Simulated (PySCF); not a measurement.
Two species compared at the same levels of theory.

First species: C₅H₈N₂O.
Structure used (GFN2-xTB), in Å, numbered top down from 1:
```
atom  x, y, z in Å
C1     2.7530    0.5615   -0.0044
O2     2.1171   -0.6971   -0.0721
C3     0.7736   -0.6522   -0.0505
C4    -0.0768   -1.7742   -0.1157
C5    -1.3405   -1.2377   -0.0608
N6    -1.2109    0.0986    0.0332
C7    -2.2492    1.0843    0.0988
N8     0.0768    0.4689    0.0380
H9     2.4559    1.1901   -0.8480
H10    3.8227    0.3638   -0.0381
H11    2.4916    1.0786    0.9226
H12    0.2115   -2.8004   -0.1885
H13   -2.3034   -1.7071   -0.0799
H14   -3.0018    0.7936    0.8331
H15   -1.7956    2.0278    0.3952
H16   -2.7318    1.2105   -0.8742
```

Second species: C5H8N2O.
Z-matrix (Å and degrees, GFN2-xTB geometry), rows numbered from 1:
```
C 
C   1  1.5232
C   2  1.5350  1  111.80
C   3  1.4795  2  111.12  1    64.49
N   4  1.3008  3  127.68  2  -115.32
C   5  1.3568  4  102.86  3   179.36
N   6  1.2976  5  113.58  4    -0.05
O   4  1.3385  3  120.36  2    64.00
H   1  1.0876  2  110.87  3   -60.91
H   1  1.0871  2  110.34  3   179.05
H   1  1.0874  2  110.51  3    58.96
H   2  1.0917  1  109.86  3   121.20
H   2  1.0913  1  109.62  3  -120.21
H   3  1.0923  2  109.35  1  -175.61
H   3  1.0898  2  110.56  1   -55.26
H   6  1.0695  5  123.38  4   180.00
```

Levels: PBE0/def2-SVPD for dipole moment, HOMO energy, LUMO energy, HOMO–LUMO gap, static isotropic polarisability and electronic spatial extent ⟨r²⟩ about the centre of nuclear charge; TDDFT PBE0/def2-SVPD for lowest singlet excitation; TDA PBE0/def2-SVPD for lowest triplet excitation (Tamm–Dancoff); GFN2-xTB for rotational constant A and rotational constant C. Geometries: GFN2-xTB. All species are isolated and taken at one optimised geometry, non-relativistic unless stated. Electronic properties by PySCF.

Dipoles, sizes and rotational constants follow the conformer. The torsions of the flexible species, by atom-mapped SMILES:
- `[CH3:1][O:2][c:3]1[cH:4][cH:5][n:6]([CH3:7])[n:8]1`: C1–O2–C3–C4 180°
- `[CH3:1][CH2:2][CH2:3][c:4]1[n:5][cH:6][n:7][o:8]1`: C1–C2–C3–C4 64°, C2–C3–C4–N5 -115°

| property | column X | column Y |
| --- | --- | --- |
| dipole moment | 2.14 D | 2.21 D |
| HOMO energy | -8.28 eV | -6.28 eV |
| LUMO energy | -0.73 eV | 0.51 eV |
| HOMO–LUMO gap | 7.55 eV | 6.79 eV |
| lowest singlet excitation | 6.00 eV | 5.94 eV |
| lowest triplet excitation (Tamm–Dancoff) | 4.57 eV | 4.52 eV |
| static isotropic polarisability | 72.3 au | 77.0 au |
| electronic spatial extent ⟨r²⟩ about the centre of nuclear charge | 975 bohr² | 1005 bohr² |
| rotational constant A | 4.618 GHz | 4.733 GHz |
| rotational constant C | 1.350 GHz | 1.181 GHz |

(1) Which column belongs to which species?

(2) How does each property change from the first species to the second?

## Answers

(1) Column X is the second species and column Y the first. The first has 16 atoms and 60 electrons, the second 16 and 60.

(2) dipole moment -0.07 D; HOMO energy -2.00 eV; LUMO energy -1.24 eV; HOMO–LUMO gap +0.76 eV; lowest singlet excitation +0.06 eV; lowest triplet excitation (Tamm–Dancoff) +0.05 eV; static isotropic polarisability -4.7 au; electronic spatial extent ⟨r²⟩ about the centre of nuclear charge -30 bohr²; rotational constant A -0.115 GHz; rotational constant C +0.169 GHz.

On the first: The 6 singlets span 5.94 to 6.97 eV, and their oscillator strengths add up to 0.22. The polarisability is 11.41 Å³ as a volume (1 au = 0.148185 Å³), or 1.28 au for each of the 60 electrons.

On the second: The polarisability is 10.71 Å³ as a volume (1 au = 0.148185 Å³), or 1.20 au for each of the 60 electrons. The vertical singlet–triplet gap S1 − T1 is 1.43 eV (TDDFT singlet less Tamm–Dancoff triplet; S1: HOMO−1→LUMO, weight 0.98; T1: HOMO→LUMO, weight 0.92).
